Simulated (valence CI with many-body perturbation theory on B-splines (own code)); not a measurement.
The numbers below are computed, except where a source is named.
**Basis-set convergence for Tm28+**

Method: relativistic CI+MBPT: five valence electrons over a frozen Dirac-Fock core [Kr], a basis of 7 s, 7 p, 8 d, 6 f, 4 g, 1 h functions for each j, with the one-electron correlation potential Σ1 (screened to all orders), the two-electron term Σ2, the three-electron term Σ3, Breit, model QED; selected single and double excitations, second order for the rest, scaled by the run's own slope (own B-spline code, finite nucleus).

The last digits are not significant, and no measured levels were compared; by estimate large intervals hold to a few tenths of a per cent, small ones and those within an open d or f shell to about a per cent. Among the levels kept, up to 440 cm⁻¹ of a level comes from second order outside the variational space, and about a tenth of that is noise between levels of different J, which matters for small intervals. Only levels of the ground parity were solved; by the run's estimate the other parity begins above the list, which can be wrong where configurations are misplaced.

The reference run has the lowest level (4d3/2^4 4d5/2) J=5/2 and an ionisation energy of 1051.32 eV. Its largest variational space holds 19996 state functions.

Levels are named by their leading jj configuration (3d3/2^4 stands for four electrons in 3d with j = 3/2), which in mixed levels can hold well under half, so a name can repeat and another be missing. Letters in brackets count levels of one name in rising energy.

Changed runs:
A. basis 6 s, 6 p, 5 d, 5 f, 1 g
B. basis 5 s, 5 p, 4 d, 4 f

Excitation energies of the reference run in cm⁻¹, and shifts in cm⁻¹:

```
                      Level  Reference      A      B
(4d3/2^3 4d5/2^2) J=5/2 [a]      63755   -108   -109
(4d3/2^3 4d5/2^2) J=7/2 [a]      96766    +32   +619
(4d3/2^3 4d5/2^2) J=3/2 [a]      99996    +46   +585
   (4d3/2^3 4d5/2^2) J=11/2     103395    +84   +588
    (4d3/2^3 4d5/2^2) J=9/2     112891    +51   +821
(4d3/2^3 4d5/2^2) J=5/2 [b]     118044    +31   +871
    (4d3/2^3 4d5/2^2) J=1/2     123390    +65   +854
(4d3/2^3 4d5/2^2) J=7/2 [b]     134038   +157  +1342
(4d3/2^2 4d5/2^3) J=5/2 [a]     160768   -0.4   +400
(4d3/2^3 4d5/2^2) J=3/2 [b]     166649   +225  +1353
(4d3/2^2 4d5/2^3) J=7/2 [a]     177809    -58   +595
   (4d3/2^2 4d5/2^3) J=11/2     182521    +19   +513
     Ionisation energy (eV)    1051.32  -0.07  -0.16
```
